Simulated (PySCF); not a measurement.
Correlation energy of Ga⁺ (gallium, charge +1)

[Ar] 3d10 4s1 4p1, high-spin 3P determinant (an excited configuration). All numbers are calculated (PySCF 2.14, the spin-free X2C one-electron Hamiltonian (Gaussian nucleus), in x2c-QZVPPall (11s7p5d4f1g, 94 functions)). Frozen: [Ar] 3d10; 2 electrons correlated.

With two correlated electrons CCSD is exact within the correlated space (frozen core and kept virtual orbitals).

```csv
level,correlation energy (mhartree)
CCSD,-3.99
```

Diagnostics: T1 = 0.0030, D1 = 0.0051, largest double amplitude 0.037.

Cost of the coupled-cluster step: roughly 11 core-seconds, for 2 correlated electrons.

Iterations:

```
CC2 = 0
CCSD nocc = (np.int64(2), np.int64(0)), nmo = (80, 80)
frozen orbitals [[0, 1, 2, 3, 4, 5, 6, 7, 8, 9, 10, 11, 12, 13], [0, 1, 2, 3, 4, 5, 6, 7, 8, 9, 10, 11, 12, 13]]
max_cycle = 100
direct = 0
conv_tol = 1e-08
conv_tol_normt = 1e-06
diis_space = 8
diis_start_cycle = 0
Init t2, MP2 energy = -0.00250436943630325
Init E_corr(UCCSD) = -0.00250436943736325
cycle = 1  E_corr(UCCSD) = -0.00335862705744729  dE = -0.00085425762  norm(t1,t2) = 0.0160583
cycle = 2  E_corr(UCCSD) = -0.0037051034951808  dE = -0.000346476438  norm(t1,t2) = 0.00748583
cycle = 3  E_corr(UCCSD) = -0.00399710450762539  dE = -0.000292001012  norm(t1,t2) = 0.00362301
cycle = 4  E_corr(UCCSD) = -0.00399297250957984  dE = 4.13199805e-06  norm(t1,t2) = 0.00024756
cycle = 5  E_corr(UCCSD) = -0.00399320554095895  dE = -2.33031379e-07  norm(t1,t2) = 2.0849e-05
cycle = 6  E_corr(UCCSD) = -0.00399314949081862  dE = 5.60501403e-08  norm(t1,t2) = 2.36009e-06
cycle = 7  E_corr(UCCSD) = -0.00399317019398887  dE = -2.07031702e-08  norm(t1,t2) = 3.47537e-07
cycle = 8  E_corr(UCCSD) = -0.00399316712256818  dE = 3.07142068e-09  norm(t1,t2) = 6.86779e-08
UCCSD converged
E(UCCSD) = -1941.861993939143  E_corr = -0.003993167122568184
```

The basis was made for the ground configuration and has no added diffuse functions, which can raise the energy of the promoted electron.
